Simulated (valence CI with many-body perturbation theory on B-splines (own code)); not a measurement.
Run record, Os36+

Computed by valence CI with perturbative core correlation (CI+MBPT): four valence electrons over a frozen Dirac-Fock core [Kr], radial functions for each j: 6 s, 6 p, 5 d, 5 f, 1 g, with the one-electron correlation potential Σ1 (screened to all orders), the two-electron term Σ2, the three-electron term Σ3, Breit, model QED; selected single and double excitations, second order for the rest, scaled by the run's own slope (own B-spline code, finite nucleus).

Command, and the settings that its task file holds:

```sh
python run_cv.py task.json out
```

```
atom Os  Z=76  mass_number=192  rms_radius_fm=5.4126
core [Kr]
valence 4d4
avg = 1
basis = S
breit = 1
cap = 10000
capref = 1200
cscale = 1
de = 0.0
dress = 0
eps = 2e-08
extrap = 1
h = 0.27
hh = 1
l2 = 3
lcore = 5
maxit = 60
n2 = 5
natural = 1
nlev = 21
nno = [3, 3, 3, 3, 1]
nroot = 26
nsp = [3, 3, 2, 2, 0]
pt2 = 1
qed = 1
rpa = 1
s1 = 1
s2 = 1
s3 = 1
screen = 1
tol = 2e-05
whole = 1
```

It took 24 s on 1 thread of Intel(R) Xeon(R) 6975P-C (Granite Rapids) (shared host).

Log. The first blocks belong to the next ion, which gives the ionisation energy. Fields: 2J, parity (1 odd), roots, reference size, generating configurations, candidates as configurations/state functions, variational space P, stored matrix elements, Davidson steps; e2 is the range of second-order energies in hartree. The first line gives the box (bohr), its intervals, the orbitals and the steps of their self-consistent field. Window is the range of levels sought, series limit the energy at which the first omitted orbital would enter, core excitation an estimate of the first excitation out of the core, left out the lowest levels not solved, and shifts from estimates the range by which levels moved from their first estimate, all in cm⁻¹.

```
rmax 4.0 intervals 58 orbitals 40 references ['4d4', '4d3 4f', '4d2 4f2', '4d3 5s', '4d3 5p'] scf 4 t 0.9
2J=3 par=0 roots 2 ref 38 generators 5 cand 1144/2800 P 423/999 nnz 0 it 0
2J=3 par=0 roots 2 ref 38 generators 9 cand 1379/3309 P 695/1734 nnz 0 it 4
   second order: generators 10 cand 1425/3341 e2 -0.00001 -0.00000
reference levels 697, estimated 33, window 506358 1/cm; series limit 6769569, core excitation 1325667
2J=0 par=0 roots 4 ref 26 generators 8 cand 2720/6273 P 1087/2096 nnz 0 it 5
2J=0 par=0 roots 4 ref 26 generators 10 cand 2505/5790 P 1389/2963 nnz 1.1e+06 it 4
   second order: generators 16 cand 3727/8309 e2 -0.00002 -0.00000
2J=2 par=0 roots 4 ref 44 generators 8 cand 3174/18955 P 730/3560 nnz 3e+06 it 5
2J=2 par=0 roots 4 ref 44 generators 10 cand 2945/17938 P 1148/5987 nnz 6.2e+06 it 5
   second order: generators 11 cand 3165/19118 e2 -0.00002 -0.00001
2J=8 par=0 roots 6 ref 85 generators 9 cand 3333/32378 P 496/3614 nnz 3.1e+06 it 4
2J=8 par=0 roots 6 ref 85 generators 11 cand 3186/31349 P 1164/8398 nnz 1.3e+07 it 5
   second order: generators 16 cand 3870/43008 e2 -0.00004 -0.00002
2J=4 par=0 roots 6 ref 78 generators 10 cand 3370/29051 P 522/3592 nnz 3e+06 it 4
2J=4 par=0 roots 6 ref 78 generators 11 cand 3211/28029 P 1246/8721 nnz 1.3e+07 it 6
   second order: generators 16 cand 3827/35274 e2 -0.00003 -0.00002
2J=6 par=0 roots 5 ref 77 generators 8 cand 3362/33141 P 444/3577 nnz 3.2e+06 it 4
2J=6 par=0 roots 5 ref 77 generators 10 cand 3233/32122 P 1101/8630 nnz 1.4e+07 it 5
   second order: generators 14 cand 3928/42412 e2 -0.00003 -0.00002
2J=10 par=0 roots 2 ref 63 generators 4 cand 2476/22949 P 528/3582 nnz 3.3e+06 it 4
2J=10 par=0 roots 2 ref 63 generators 7 cand 3029/26124 P 865/5566 nnz 7e+06 it 4
   second order: generators 9 cand 3384/32678 e2 -0.00003 -0.00003
2J=12 par=0 roots 2 ref 54 generators 3 cand 2126/16780 P 748/3393 nnz 2.8e+06 it 4
2J=12 par=0 roots 2 ref 54 generators 7 cand 2601/19330 P 874/4105 nnz 3.7e+06 it 4
   second order: generators 11 cand 3815/31763 e2 -0.00002 -0.00002
left out: unestimated 801470, estimated 586866, shifts from estimates -68 to 0
operators 2.1
```

The Davidson iterations converged.

The last digits are not significant, and no measured levels were compared; by estimate large intervals hold to a few tenths of a per cent, small ones and those within an open d or f shell to about a per cent. Only levels of the ground parity were solved; by the run's estimate the other parity begins above the list, which can be wrong where configurations are misplaced.

```
Valence energy                            : -248.7598 hartree
Ionisation energy                         : 1607 eV (NIST: 1606 ± 5 eV (theoretical))
Reference configurations for the orbitals : 4d4, 4d3 4f, 4d2 4f2, 4d3 5s, 4d3 5p
Radial orbitals                           : 40
Box radius                                : 4.036 bohr
Largest variational space                 : 8721
Lowest levels                             : (4d3/2^4) J=0 0, (4d3/2^3 4d5/2) J=1 138150, (4d3/2^3 4d5/2) J=4 179890, (4d3/2^3 4d5/2) J=2 182920, (4d3/2^3 4d5/2) J=3 194640, (4d3/2^2 4d5/2^2) J=0 [a] 306200, (4d3/2^2 4d5/2^2) J=2 [a] 310670, (4d3/2^2 4d5/2^2) J=4 [a] 316860, (4d3/2^2 4d5/2^2) J=3 [a] 320990, (4d3/2^2 4d5/2^2) J=5 337000, (4d3/2^2 4d5/2^2) J=1 347860, (4d3/2^2 4d5/2^2) J=6 348780, (4d3/2^2 4d5/2^2) J=3 [b] 361370, (4d3/2^2 4d5/2^2) J=4 [b] 363300 cm⁻¹
```

Levels are named by their leading jj configuration (3d3/2^4 stands for four electrons in 3d with j = 3/2), which in mixed levels can hold well under half, so a name can repeat and another be missing. Letters in brackets count levels of one name in rising energy.
